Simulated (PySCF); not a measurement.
Compound: C6H5ClFNS.
InChI=1S/C6H5ClFNS/c1-10-4-2-3-9-6(7)5(4)8/h2-3H,1H3

Torsions of this conformer, `[CH3:1][S:2][c:3]1[cH:4][cH:5][n:6][c:7]([Cl:8])[c:9]1[F:10]`: C1–S2–C3–C4 1°.

The closed-shell ground state was solved at several levels (PySCF, density fitting, gas phase, non-relativistic). The structure is a single PBE0-D3(BJ)/def2-SVP conformer in the gas phase; no vibrational or solvent corrections.

```json
{"level": "PBE0/pcSseg-1", "basis functions": "209", "total energy (Eh)": "-1243.8230", "HOMO (eV)": "-7.02", "LUMO (eV)": "-1.23", "gap (eV)": "5.79", "dipole (D)": "4.96"}
{"level": "mPW1PW91/pcSseg-1", "basis functions": "209", "total energy (Eh)": "-1244.4878", "HOMO (eV)": "-7.05", "LUMO (eV)": "-1.26", "gap (eV)": "5.79", "dipole (D)": "4.98"}
```

Problem. What might PBE0/def2-SVPD (257 basis functions) give for the same quantities?

Solution. Total energy -1243.3880 Eh, HOMO -7.02 eV, LUMO -1.31 eV, gap 5.71 eV, dipole 4.96 D.

Problem. How far do the dipole and the HOMO energy spread over the levels?

Solution. The dipole runs from 4.96 to 4.98 D (mean 4.97 D) and the HOMO from -7.05 to -7.02 eV.
